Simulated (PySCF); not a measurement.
Compound: HSiCl(SBu)2, C₈H₁₉ClS₂Si.
Numbering: `[CH3:1][CH2:2][CH2:3][CH2:4][S:5][SiH:6]([Cl:7])[S:8][CH2:9][CH2:10][CH2:11][CH3:12]` (hydrogens: H13, H14, H15 on C1; H16, H17 on C2; H18, H19 on C3; H20, H21 on C4; H22 on Si6; H23, H24 on C9; H25, H26 on C10; H27, H28 on C11; H29, H30, H31 on C12)

Computed by this run: PBE0-D3(BJ)/def2-SVP geometry optimisation, gas phase in PySCF; density fitting, grid level 1; the optimiser is geomeTRIC in internal coordinates, started from a GFN2-xTB structure with every atom displaced at random (about 0.01 Å).

Step 0: E = -50636.6803 eV
```
atom  x, y, z in Å  |  force x, y, z in eV/Å
C1      4.3213    1.6414   -0.2569   -1.579   0.547  -0.802
C2      4.0082    0.2059   -0.6028   -0.036   0.464   0.908
C3      3.3946   -0.5395    0.5785    1.234  -0.099  -0.199
C4      3.0826   -1.9722    0.2538   -3.194   0.980   0.752
S5      1.8732   -2.1534   -1.1487   -0.116  -0.198   0.005
Si6     0.1461   -1.1707   -0.3519    0.409  -0.719  -1.116
Cl7    -0.1513   -1.6819    1.5894   -0.187  -0.221   0.970
S8     -1.4789   -1.7409   -1.5860   -0.230  -0.270   0.095
C9     -2.9082   -1.2843   -0.4927    0.326   0.544  -1.665
C10    -3.0851    0.2087   -0.3602   -0.485  -0.072   0.062
C11    -4.3695    0.5429    0.4066    1.342   0.734   0.373
C12    -4.5376    2.0514    0.5585   -0.776  -0.563  -0.790
H13     4.6979    2.1903   -1.1292    0.292   0.034   0.012
H14     4.9884    1.7389    0.5723    0.880   0.087   0.791
H15     3.3812    2.1698    0.0261    0.302  -0.139   0.001
H16     4.9370   -0.2710   -0.8990    0.396  -0.522  -0.282
H17     3.3215    0.1731   -1.4440   -0.252  -0.117  -0.435
H18     2.5185   -0.0015    0.9487   -0.303   0.062   0.149
H19     4.1352   -0.5650    1.4102   -0.252   0.164  -0.103
H20     3.9026   -2.5255   -0.0604    2.018  -1.239  -0.684
H21     2.5911   -2.4748    1.1082    0.332  -0.011  -0.102
H22     0.3268    0.2523   -0.3948    0.122   1.105   0.202
H23    -3.7645   -1.7213   -1.0257   -0.047  -0.158   0.140
H24    -2.7708   -1.7661    0.4497    0.034  -0.583   1.030
H25    -2.2070    0.6214    0.1600   -0.008   0.205   0.036
H26    -3.1319    0.6760   -1.3642    0.142  -0.107   0.178
H27    -4.3227    0.0624    1.4017   -0.124   0.033  -0.069
H28    -5.2112    0.1339   -0.1204   -0.818  -0.468  -0.427
H29    -3.7017    2.4769    1.0854    0.629   0.440   0.454
H30    -4.6141    2.5420   -0.4379    0.070  -0.141   0.354
H31    -5.4616    2.2656    1.1035   -0.121   0.228   0.160
```

**Question.** Estimate the geometry and energy of step 1. (The exact step hangs on the optimiser's Hessian estimate; all steps are aligned on step 0, rigid shifts and turns removed.)

**Answer.** E = -50636.9948 eV, largest force 0.991 eV/Å
```
atom  x, y, z in Å  |  force x, y, z in eV/Å
C1      4.2026    1.7099   -0.2479    0.139   0.024   0.284
C2      3.9632    0.2586   -0.6173    0.035  -0.112  -0.152
C3      3.4047   -0.5631    0.5312   -0.198   0.091   0.051
C4      3.0407   -1.9976    0.1979    0.837  -0.364  -0.387
S5      1.8114   -2.2520   -1.1427    0.008   0.134   0.061
Si6     0.1505   -1.2197   -0.3196   -0.115  -0.105   0.341
Cl7    -0.1578   -1.7695    1.6931    0.054   0.067  -0.313
S8     -1.4762   -1.8672   -1.5194   -0.004   0.110  -0.002
C9     -2.8905   -1.3111   -0.4915    0.053  -0.250   0.332
C10    -3.0283    0.1871   -0.3202    0.078   0.102  -0.047
C11    -4.3306    0.5877    0.3599   -0.200  -0.181  -0.108
C12    -4.4886    2.0903    0.5071    0.167   0.069   0.129
H13     4.6305    2.2776   -1.0835    0.056   0.041  -0.083
H14     4.8934    1.8064    0.6142   -0.110  -0.035  -0.188
H15     3.2623    2.2036    0.0380   -0.071   0.035   0.021
H16     4.9055   -0.2074   -0.9629   -0.063   0.039  -0.005
H17     3.2670    0.2011   -1.4733    0.031  -0.014   0.043
H18     2.5146   -0.0583    0.9563    0.100  -0.011  -0.008
H19     4.1423   -0.5961    1.3520   -0.009  -0.003   0.044
H20     3.9405   -2.5608   -0.1700   -0.536   0.349   0.198
H21     2.6823   -2.5231    1.0866   -0.137  -0.106   0.174
H22     0.3122    0.2609   -0.2244    0.014  -0.097  -0.094
H23    -3.7660   -1.7316   -1.0072   -0.039  -0.008  -0.031
H24    -2.8052   -1.8277    0.4867   -0.080   0.153  -0.230
H25    -2.1814    0.5736    0.2750    0.005  -0.015  -0.021
H26    -2.9516    0.6699   -1.3093   -0.022   0.019  -0.002
H27    -4.3863    0.1045    1.3511    0.005   0.006   0.005
H28    -5.1832    0.1759   -0.2210    0.147   0.086   0.101
H29    -3.6626    2.5207    1.1040   -0.113  -0.053  -0.059
H30    -4.4728    2.5898   -0.4731   -0.029   0.025  -0.041
H31    -5.4324    2.3527    1.0079   -0.002   0.004  -0.015
```

The energy changes by -0.3145 eV. The first-order estimate −F·Δx gives -0.8517 eV and the mean of the old and new forces, exact on a quadratic surface, -0.3328 eV. The step makes an angle of 77° with the force vector and moves no atom by more than 0.189 Å.

What follows is the cost of the whole optimisation. Hardware: Intel Xeon Platinum 8488C, 2 threads, shared host with 96 logical CPUs at a one-minute load of 38. Cost: 4.8 min wall, 11 min CPU, 2.2 GiB resident at most.
